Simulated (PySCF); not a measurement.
SMILES N#Cc1cc(C=C)ccc1 (C₉H₇N) (GFN2-xTB optimised geometry):

```
17

C     -1.726    -2.494    -0.001
C     -2.189    -1.250    -0.001
C     -1.397    -0.025     0.000
C     -2.058     1.206     0.000
C     -1.358     2.399     0.001
C      0.024     2.397     0.001
C      0.699     1.175     0.000
C      2.114     1.154    -0.001
N      3.260     1.137    -0.004
C     -0.005    -0.025     0.000
H     -0.675    -2.729    -0.001
H     -2.394    -3.338    -0.001
H     -3.260    -1.089    -0.001
H     -3.139     1.223     0.000
H     -1.893     3.338     0.001
H      0.583     3.320     0.001
H      0.547    -0.953     0.000
```

Method: PBE0/def2-SVP (PySCF 2.14.0).

Problem. What are the frontier orbital energies and the dipole moment?

Solution. HOMO-2 -9.13 eV, HOMO-1 -7.85 eV, HOMO -7.14 eV, LUMO -1.60 eV, LUMO+1 -1.37 eV; dipole moment 4.44 D.

Meta-Löwdin charges at PBE0/def2-SVP: C1 -0.22, C2 -0.10, C3 0.02, C4 -0.09, C5 -0.10, C6 -0.09, C7 -0.02, C8 0.10, N9 -0.21, C10 -0.09, H11 0.11, H12 0.12, H13 0.11, H14 0.11, H15 0.12, H16 0.12, H17 0.12.
